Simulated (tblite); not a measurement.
C₃H₉ClSi, charge +1, doublet, at a GFN2-xTB geometry (a state made from the parent by changing its charge; the spin is typed, not shown lowest); GFN1-xTB run with tblite.

The tblite input:
```
$ tblite run mol.xyz --method gfn1 --charge 1 --spin 1 --spin-polarized --json tblite.json --no-restart

# file mol.xyz
14

C     -1.06388584     1.45690823    -1.06697605
Si    -0.13299615     0.04835905    -0.22346662
C      1.25951677    -0.76400865    -1.35353272
C     -1.17598286    -1.61597947    -0.08841501
Cl     0.65375513     0.46638785     1.57263565
H     -1.46681516     1.16911933    -2.03646840
H     -1.90020482     1.80571732    -0.46111094
H     -0.42194131     2.32283395    -1.22899336
H      1.74584862    -1.58379685    -0.83628964
H      0.82833941    -1.11182989    -2.28480650
H      1.97324999     0.03065881    -1.54527291
H     -1.50789154    -1.92907517    -1.07125381
H     -2.03001358    -1.36973709     0.53421811
H     -0.59035104    -2.40103118     0.37724679
```

Problem. Predict the main parts of the log of this tblite run.

Solution. 
```
xTB calculator
 | screened Coulomb repulsion
 | Coulomb electrostatics
 |  * isotropic Klopman-Ohno-Mataga-Nishimoto electrostatics
 |  * onsite third-order electrostatics
 | DFT-D3(BJ) dispersion correction
 | Interactions (1)
 | [1] spin polarization

halogen bonding energy    0.0000000000000E+00 Eh
repulsion energy          1.9624718009753E-01 Eh
dispersion energy        -5.6125699970593E-03 Eh
interaction energy        0.0000000000000E+00 Eh
number of electrons       3.1000000000000E+01 e
integral cutoff           2.8146159136829E+01 bohr

------------------------------------------------------------
  cycle        total energy    energy error   density error
------------------------------------------------------------
      1     -16.83143808882  -1.7022073E+01   3.9178073E-01
      2     -16.85735863521  -2.5920546E-02   2.2087876E-01
      3     -16.85615269978   1.2059354E-03   4.6447493E-02
      4     -16.85865820605  -2.5055063E-03   1.3135170E-02
      5     -16.85902855610  -3.7035004E-04   7.4026731E-03
      6     -16.85900780060   2.0755495E-05   3.5347411E-03
      7     -16.85907781274  -7.0012142E-05   2.0064263E-03
      8     -16.85908125909  -3.4463425E-06   1.1163036E-03
      9     -16.85908429137  -3.0322840E-06   2.0030390E-04
     10     -16.85908439370  -1.0233209E-07   4.7827629E-05
     11     -16.85908439747  -3.7673971E-09   4.5157220E-05
     12     -16.85908440379  -6.3203913E-09   2.0160624E-05
     13     -16.85908440610  -2.3068125E-09   5.2112922E-06
------------------------------------------------------------

electronic energy        -1.7049719016197E+01 Eh
total energy             -1.6859084406097E+01 Eh

Post processing:
 | Mayer-Wiberg bond orders

[Info] JSON dump of results written to 'tblite.json'
```
